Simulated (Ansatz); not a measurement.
Species: C9H7BFN, SMILES `Bc1c(F)ccc2cccnc12` (charge 0, multiplicity 1).

Problem. Give a relaxed geometry from B3LYP-D3(BJ)/def2-SVP (Ansatz, a program for electronic structure).

Solution. One answer among several that fit: the end point of this relaxation, one of several conformers (outside a Z-matrix the atoms follow the SMILES, hydrogens last).
Bond lengths (Å): B1–C2 1.546, B1–H13 1.199, B1–H14 1.203, C2–C3 1.393, C2–C12 1.447, C3–F4 1.335, C3–C5 1.412, C5–C6 1.375, C5–H15 1.091, C6–C7 1.421, C6–H16 1.093, C7–C8 1.418, C7–C12 1.436, C8–C9 1.377, C8–H17 1.093, C9–C10 1.417, C9–H18 1.092, C10–N11 1.315, C10–H19 1.097, N11–C12 1.357. Bond angles (°): C2–B1–H13 120.8, C2–B1–H14 119.4, H13–B1–H14 119.8, B1–C2–C3 120.9, B1–C2–C12 122.9, C3–C2–C12 116.2, C2–C3–F4 120.1, C2–C3–C5 124.3, F4–C3–C5 115.5, C3–C5–C6 118.9, C3–C5–H15 118.9, C6–C5–H15 122.2, C5–C6–C7 120.8, C5–C6–H16 120.2, C7–C6–H16 119.0, C6–C7–C8 122.3, C6–C7–C12 119.4, C8–C7–C12 118.3, C7–C8–C9 119.3, C7–C8–H17 119.4, C9–C8–H17 121.3, C8–C9–C10 118.1, C8–C9–H18 121.7, C10–C9–H18 120.2, C9–C10–N11 124.2, C9–C10–H19 119.3, N11–C10–H19 116.5, C10–N11–C12 119.2, C2–C12–C7 120.3, C2–C12–N11 118.8, C7–C12–N11 120.9.
